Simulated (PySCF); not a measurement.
Simulation results for CH₄AlGeN

Calculation on a computer-drawn molecule: optimised geometry and harmonic frequencies of an isolated molecule of the commonest isotopes, restricted reference for singlets and unrestricted otherwise, frozen core in MP2; on germanium a core potential holds 10 electrons, which the energies leave out, and 3d is frozen in MP2 and coupled-cluster steps. Program: PySCF 2.14.0.

```json
{"formula": "CH4AlGeN", "start_structure": {"atoms_angstrom": [["N", -0.3327, -1.3281, -0.2455], ["Ge", 0.9677, -0.8793, 1.0409], ["C", 0.6061, 0.1225, 2.5484], ["Al", -1.3474, 0.4845, 2.7898], ["H", -0.1126, -1.9991, -0.9276], ["H", -1.3058, -1.1652, -0.0491], ["H", 2.2587, -1.4173, 0.3904], ["H", 1.518, 0.2477, 3.162]]}, "given": {"charge": 0, "multiplicity": 1, "method": "HF", "basis": "cc-pV(D+d)Z", "basis_and_core_potential_on_germanium": "cc-pVDZ-PP ECP10MDF", "drawn_bonds_atom": [1, 2, 3, 1, 1, 2, 3], "drawn_bonds_other_atom": [2, 3, 4, 5, 6, 7, 8], "drawn_bonds_order": [1, 2, 1, 1, 1, 1, 1]}, "results": {"total_energy [hartree]": null, "rotational_constants [GHz]": null}}
```

Question: What total energy does the calculation give for CH₄AlGeN?
Answer: -629.8849 hartree

Question: What rotational constants does the calculation give for CH₄AlGeN?
Answer: 8.845, 1.935, 1.589 GHz

Further results for CH₄AlGeN:

* convergence status largest gradient component: 1.456e-05 hartree/bohr

Optimised structure:
```xyz
8
CH4AlGeN
N     -0.2869    -1.3037    -0.3045
Ge     0.8940    -0.8643     0.9813
C      0.5171     0.0301     2.4737
Al    -1.2147     0.6513     3.0781
H     -0.0649    -2.0456    -0.9403
H     -1.2727    -1.2507    -0.1320
H      2.2528    -1.3647     0.5010
H      1.4273     0.2135     3.0519
```

Modes:
```csv
frequency (cm⁻¹),reduced mass (dalton)
98.61,6.295
116.6,3.176
239,5.064
270.3,1.213
345.7,1.382
495.5,1.075
561.5,5.514
663,1.106
742.5,1.392
765.4,2.294
908.1,2.137
959.5,1.174
1077,1.972
1686,1.109
2251,1.02
3239,1.084
3777,1.049
3884,1.098
```
